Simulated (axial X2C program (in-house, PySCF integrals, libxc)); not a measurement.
## Which molecule has these constants?

Calculated with an in-house all-electron X2C program for linear molecules (integrals from PySCF), spin-free (one-electron X2C) or two-component (2c: spin–orbit coupling with atomic mean-field Coulomb and Gaunt terms, which also bring small scalar terms), in Dyall basis sets with cores contracted in-house; open shells are unrestricted.

A two-component PBE0 calculation in a Dyall 3-zeta basis gave Re = 2.272 Å, ωe = 309.3 cm⁻¹, De = 0.28 eV, Ω = 1.

**Question.** Which molecule is it?
A. AlC⁺
B. InC⁺
C. GaC⁺
D. BC⁺

**Answer.** B. The others have BC⁺ 1.431 Å and 1425.2 cm⁻¹ (Ω = 2); AlC⁺ 1.939 Å and 615.0 cm⁻¹ (Ω = 1); GaC⁺ 2.047 Å and 377.5 cm⁻¹ (Ω = 1).

Each entry is the lowest single determinant of a limited PBE0 search at one distance. De goes to single-determinant-based atoms at the same level (for ions the charge split of lowest energy) and is withheld (n/a) where an atom does not fit its ground term or J level. Main or longest-lived isotopes. One determinant is a doubtful description, or other states lie close, for InC⁺, BC⁺, AlC⁺, GaC⁺; these need not be ground states, and all values refer to the states named. Some open-shell Ω = 0 determinants are out of reach, so the Ω given for InC⁺, BC⁺, AlC⁺, GaC⁺ need not be the lowest component. With several unpaired electrons the Ω given is that of one determinant, not necessarily of the lowest component. Some light 2c atoms are not at their ground J level, so De misses part of their lowering (0.04 eV or less). The functionals have no current term, which raises determinants with orbital currents.
